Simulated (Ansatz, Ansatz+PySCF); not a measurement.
```xyz
2

Li    0.0000    0.0000   -1.1490
F     0.0000    0.0000    0.3830
```

Basis set: STO-3G (spherical functions). Frozen core: 1 orbital. Charge 0, multiplicity 1.

Computed with Ansatz (development build ahead of 0.2.0); each method stands on the lowest determinant of its kind that the runs found. Restricted open shells among the atoms or ions are ROHF, correlated in semicanonical orbitals with singles. Restricted functionals stand beside restricted open-shell atoms, which can lie above the unrestricted atoms usual in DFT and then raise those values.

The atomization energy at this shape (free ground-state atoms in the same class of orbitals less the molecule, no zero-point energy) of singlet LiF:

| method | atomization energy |
| --- | --- |
| PBE0 (restricted) | 108.38 kcal/mol |
| RHF-MP2 | 76.83 kcal/mol |

Task: What does RHF-CCSD(T) give?

Result: 84.87 kcal/mol. Caution for RHF-CCSD(T), RHF-MP2: large share of triples, a single reference is doubtful.

This basis has no polarisation functions and is too small for such energies, which can lie far from measured ones in either direction.
